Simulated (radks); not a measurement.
Q: The caesium ion Cs+, 54 electrons, occupied as [Kr] 4d10 5s2 5p4 6s2 (not the ground configuration). All-electron calculation, scalar-relativistic Kohn-Sham, r2SCAN, spin-unpolarised, spherical densities, finite nucleus; meta-GGA in the generalised Kohn-Sham scheme; Fermi nuclear charge, rms radius 4.8041 fm. Program: a radial shooting solver on a logarithmic mesh with Libxc functionals. Some entries of the table are withheld. Estimate them.

orbital,occ.,eigenvalue (hartree),<r> (bohr)
1s,2,-1318.391,0.02611
2s,2,-207.9611,(1)
2p,6,(2),0.09822
3s,2,-43.95448,0.2984
3p,6,-37.00387,0.2966
3d,10,-26.81527,0.2735
4s,2,-8.85811,0.6952
4p,6,-6.62277,0.7393
4d,10,-3.35588,0.8346
5s,2,-1.50969,1.691
5p,4,-0.97133,1.953
6s,2,-0.32053,4.240
5d,0,-0.31838,3.000
6p,0,-0.20954,4.943

A: 
(1) 2s <r> (bohr): 0.1121
(2) 2p eigenvalue (hartree): -186.4964
